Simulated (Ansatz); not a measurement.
Ansatz (a program for electronic structure) input:

Ansatz 0.2 input:
```yaml
crystal:
  periodic: [false, false, false]
  atoms:
    - {symbol: Si, position_ang: [-0.03308478, 0.44271474, 0.23297318]}
    - {symbol: C, position_ang: [1.53376255, -0.62347528, 0.04701939]}
    - {symbol: C, position_ang: [-1.49635527, -0.42310718, -0.62451107]}
    - {symbol: O, position_ang: [-0.35659246, 0.78236076, 1.79194028]}
    - {symbol: O, position_ang: [0.19011123, 1.95547656, -0.32541049]}
    - {symbol: H, position_ang: [1.40971470, -1.60794753, 0.48767196]}
    - {symbol: H, position_ang: [2.37988003, -0.15107299, 0.53786201]}
    - {symbol: H, position_ang: [1.80279699, -0.77145764, -0.99438613]}
    - {symbol: H, position_ang: [-1.31110742, -0.58205560, -1.68247796]}
    - {symbol: H, position_ang: [-2.39938487, 0.17427733, -0.53798926]}
    - {symbol: H, position_ang: [-1.70576942, -1.39477225, -0.18749734]}
    - {symbol: H, position_ang: [-0.52242739, 0.08073477, 2.41290430]}
    - {symbol: H, position_ang: [0.41050053, 2.10437302, -1.23881721]}
basis:
  gaussian:
    orbitals: def2-TZVP
hamiltonian:
  xc: b3lyp
  dispersion: d3bj
relax: {f_tol: 0.002, max_steps: 150}
```

Predict the final energy.

-521.25463 Eh (B3LYP-D3(BJ)/def2-TZVP). The basis has 209 functions. The run takes around 3.0 core-minutes (rough).
